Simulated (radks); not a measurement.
Question: The mercury ion Hg33+, configuration [Kr] 4d10 4f1 (the NIST ground configuration). Method: scalar-relativistic Kohn-Sham, exchange-only LDA, spin-polarised, spherical densities, point nucleus; open shells are filled with parallel spins first (spin-orbit coupling, left out, can overturn this in heavy ions); computed with a radial shooting solver on a logarithmic mesh with Libxc functionals. Some entries of the table are withheld. Estimate them.

orbital  occ.  eigenvalue (eV)  r(max) (bohr)  <r^2> (bohr^2)
1s down     1        -84375.63        0.01023       0.0003810
1s up       1        -84375.63        0.01023       0.0003810
2s up       1        -15994.13        0.05918        0.005803
2s down     1        -15994.04        0.05918        0.005803
2p up       3        -13967.78        0.04908        0.004904
2p down     3        -13967.72        0.04908        0.004904
3s up       1        -4756.906         0.1667         0.03708
3s down     1        -4755.415         0.1667         0.03706
3p up       3        -4170.682         0.1662         0.03808
3p down     3        -4169.175         0.1662         0.03807
3d up       5        -3557.531         0.1353         0.03145
3d down     5        -3556.356         0.1353         0.03143
4s up       1        -1917.147         0.3645          0.1600
4s down     1        -1915.041         0.3645          0.1601
4p up       3        -1710.128         0.3797          0.1755
4p down     3        -1708.128         0.3798          0.1756
4d up       5              (1)         0.3776          0.1814
4d down     5              (2)         0.3777          0.1815
4f up       1        -1230.117         0.3201          0.1622
4f down     0        -1227.855         0.3202          0.1624
5s up       0              (3)         0.6873          0.5171
5s down     0              (4)         0.6876          0.5177
5p up       0        -926.5402         0.7247          0.5733
5p down     0        -925.5696         0.7251          0.5740

Answer: 
(1) 4d up eigenvalue (eV): -1473.745
(2) 4d down eigenvalue (eV): -1471.761
(3) 5s up eigenvalue (eV): -1013.196
(4) 5s down eigenvalue (eV): -1012.145
